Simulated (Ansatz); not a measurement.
## CH6BFMgSi: where a starting geometry ends

The starting geometry of this gas-phase singlet was optimised with GFN2-xTB.

```yaml
atoms:
  - { symbol: C, position_ang: [-0.3160, 0.2863, -0.2123] }
  - { symbol: B, position_ang: [0.2656, 0.1618, 1.2033] }
  - { symbol: F, position_ang: [2.6618, -3.3178, 0.0443] }
  - { symbol: Mg, position_ang: [2.3974, -1.7673, -0.6302] }
  - { symbol: Si, position_ang: [1.2504, 0.2585, -1.3335] }
  - { symbol: H, position_ang: [0.5321, 1.1177, 1.8263] }
  - { symbol: H, position_ang: [0.5200, -0.9086, 1.6337] }
  - { symbol: H, position_ang: [-0.8611, 1.2067, -0.4179] }
  - { symbol: H, position_ang: [-0.9325, -0.5584, -0.5246] }
  - { symbol: H, position_ang: [0.7363, 0.2882, -2.7249] }
  - { symbol: H, position_ang: [1.9740, 1.5374, -1.1554] }
```

**Question.** Predict what becomes of its bonds when it is optimised with r2SCAN-D4/def2-SVP.

**Answer.** New bonds form, giving a structure given below by its coordinates. Distances that change by over a tenth: Mg4–Si5 (2.43 → 2.71 Å). Contacts that close: B2–Mg4 (3.41 → 2.26 Å), B2–Si5 (2.72 → 2.15 Å).

The energy falls by 0.84 eV over 18 steps:

| step | E − E(last) (eV) |
| --- | --- |
| 1 | 0.844 |
| 3 | 0.620 |
| 5 | 0.576 |
| 7 | 0.397 |
| 9 | 0.135 |
| 10 | 0.077 |
| 12 | 0.022 |
| 14 | 0.004 |
| 16 | 0.000 |
| 18 | 0.000 |

Final geometry (Å):

```yaml
atoms:
  - { symbol: C, position_ang: [-0.5038, 0.6988, -0.1765] }
  - { symbol: B, position_ang: [0.3409, -0.3500, 0.6154] }
  - { symbol: F, position_ang: [3.5115, -2.6251, 0.7079] }
  - { symbol: Mg, position_ang: [2.2608, -1.4716, 0.2348] }
  - { symbol: Si, position_ang: [0.9737, 0.3393, -1.3166] }
  - { symbol: H, position_ang: [1.1180, -0.0116, 1.5062] }
  - { symbol: H, position_ang: [0.0512, -1.5452, 0.6122] }
  - { symbol: H, position_ang: [-0.5260, 1.7280, 0.1998] }
  - { symbol: H, position_ang: [-1.4652, 0.3745, -0.5910] }
  - { symbol: H, position_ang: [0.5897, -0.3415, -2.5842] }
  - { symbol: H, position_ang: [1.8772, 1.5088, -1.4993] }
```

Frequencies at the end are all real (lowest 99 cm⁻¹). Run with Ansatz 0.2.0, 62 s on 2 threads of Arm Neoverse V1 (shared host).
